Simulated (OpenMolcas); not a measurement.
Cd+: CASPT2 settings compared

```
Program             : OpenMolcas 26.06
Basis               : ANO-RCC-VDZP [6s5p3d1f]
Scalar Hamiltonian  : DKH2, point nucleus
Active space        : 1 electron in 4 orbitals (5s 5p)
State averaging     : 2S+1 = 2 even, 1 root; 2S+1 = 2 odd, 3 roots
Spin-orbit coupling : state interaction with AMFI integrals over the reference wave functions, term energies averaged over their components
```

Methods on the same reference wave functions:
A. CASSCF
B. SS-CASPT2, IPEA 0.15 Eh, sigma1 regulariser 0.3 Eh (closed shells correlated: 4d)
C. SS-CASPT2, IPEA 0.2 Eh, sigma1 regulariser 0.4 Eh (closed shells correlated: 4d)
D. XMS-CASPT2, IPEA 0.1 Eh, real shift 0.4 Eh (closed shells correlated: 4d)

Energies in cm⁻¹ above 5s ²S_1/2, the measured ground level; measured values from NIST Handbook of Basic Atomic Spectroscopic Data.

| Level | A | B | C | D | Measured |
| --- | --- | --- | --- | --- | --- |
| 5s ²S_1/2 | 0.0 | 0.0 | 0.0 | 0.0 | 0.0 |
| 5p ²P°_1/2 | 40932 | 44875 | 44848 | 44727 | 44136 |
| 5p ²P°_3/2 | 42810 | 46753 | 46726 | 46605 | 46619 |

Deviations, from unrounded energies. A percentage is the sum of absolute deviations over the sum of measured energies, with the sign that they share, or ± where signs differ.

| Against measurement | Levels | A | B | C | D |
| --- | --- | --- | --- | --- | --- |
| mean absolute deviation (cm-1) | 2 | 3500 | 440 | 410 | 300 |
| other configurations (%) | 2 | -7.7 | +1.0 | +0.9 | ±0.7 |

D lies closest to measurement on these levels and A furthest from it. The largest miss of D in the table is 5p ²P°_1/2, by +590 cm-1. The ranking rests on the paired levels alone, and a cruder setting can come out closer through cancelling errors.

Among B to D the level of the table that moves most is 5p ²P°_3/2, by 150 cm-1 (lowest in D, highest in B).

The lowest spin-free term lies below A's lowest term by 0.269 hartree in B, 0.268 hartree in C, 0.267 hartree in D.

With one active electron the reference holds no correlation, so core polarisation is missing (holds for A). With one active electron, CASPT2 adds the correlation within the correlated inactive shells and between them and that electron, and leaves the splitting within a term as the reference gives it (holds for B; C; D). Measured partners are found by configuration, term and J. A level has none where our copy of the source lacks it or the pairing is in doubt (some pairs that miss far off the trend of their configuration count as doubtful), and it then counts in no deviation. Levels of configurations outside the active space are missing.

° marks odd parity.
